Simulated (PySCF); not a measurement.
H4InN, SMILES [NH2][InH2].

Geometry: PBE0-D3(BJ)/def2-TZVP. The def2 effective core potentials stand for the cores of In; spin–orbit coupling is left out.

Level of theory: HF/def2-TZVPD run with PySCF.

Symmetry labels are those of the subgroup C2v that the program uses (full group C2v).

### Question
List the valence orbital energies around the gap with their symmetry. (Estimate from the structure and the level; the computed values follow.)

### Answer

| orbital | symmetry | energy (eV) |
|---|---|---|
| HOMO−7 | A2 | -27.62 |
| HOMO−6 | B2 | -27.54 |
| HOMO−5 | A1 | -27.14 |
| HOMO−4 | B2 | -16.94 |
| HOMO−3 | A1 | -15.64 |
| HOMO−2 | A1 | -12.23 |
| HOMO−1 | B2 | -11.20 |
| HOMO | B1 | -10.21 |
| LUMO | B1 | 1.04 |
| LUMO+1 | A1 | 1.17 |
| LUMO+2 | A1 | 1.83 |
| LUMO+3 | A1 | 2.31 |
